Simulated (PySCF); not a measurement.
CH3ClF2OSi, SMILES OC[Si](F)(F)Cl.

Geometry: B3LYP-D3(BJ)/def2-SVP. The structure was generated by enumeration, and PubChem lists no compound with its InChIKey, so it may never have been made. The values are those of a single conformer.

Calculation: B3LYP-D3(BJ)/def2-SVP (PySCF).

Frequencies are harmonic and unscaled.

Computed vibrational spectrum:
```tsv
mode	ν (cm⁻¹)	IR (km/mol)	Raman (Å⁴/amu)	depolarisation	moving atoms (share of kinetic energy)
1	79	3.8	0.2	0.75	O 41 %, F 21 %, H 18 %, Cl 10 %
2	122	2.7	0.3	0.75	O 39 %, Cl 25 %, F 23 %
3	182	4.0	0.7	0.75	F 43 %, H 26 %, C 19 %, Cl 10 %
4	224	7.5	1.0	0.73	F 47 %, Cl 19 %, Si 12 %, O 9 %
5	275	19.2	1.3	0.60	F 62 %, Cl 20 %, Si 9 %
6	295	23.7	2.4	0.63	F 49 %, O 16 %, C 12 %, Si 11 %, Cl 9 %
7	373	146.1	2.5	0.52	H 47 %, O 18 %, F 14 %, Si 12 %, C 9 %
8	402	24.5	3.1	0.75	H 45 %, F 19 %, Si 17 %, C 9 %
9	521	73.9	10.3	0.08	Cl 39 %, Si 25 %, C 15 %, F 14 %
10	726	82.2	4.1	0.19	C 36 %, Si 31 %, H 19 %, F 10 %
11	783	58.8	1.1	0.75	H 55 %, C 27 %, Si 11 %
12	907	173.3	1.2	0.20	F 50 %, Si 43 %
13	972	152.1	0.9	0.75	Si 49 %, F 47 %
14	1079	76.6	2.7	0.68	O 46 %, C 42 %, H 11 %
15	1163	36.5	4.5	0.73	H 93 %
16	1302	0.9	3.0	0.33	H 75 %, C 23 %
17	1383	37.0	5.9	0.75	H 82 %, C 10 %
18	1445	5.5	14.9	0.71	H 94 %
19	2980	28.7	121.7	0.19	H 94 %
20	3082	5.5	110.9	0.44	H 91 %, C 9 %
21	3792	38.4	46.4	0.18	H 94 %
```
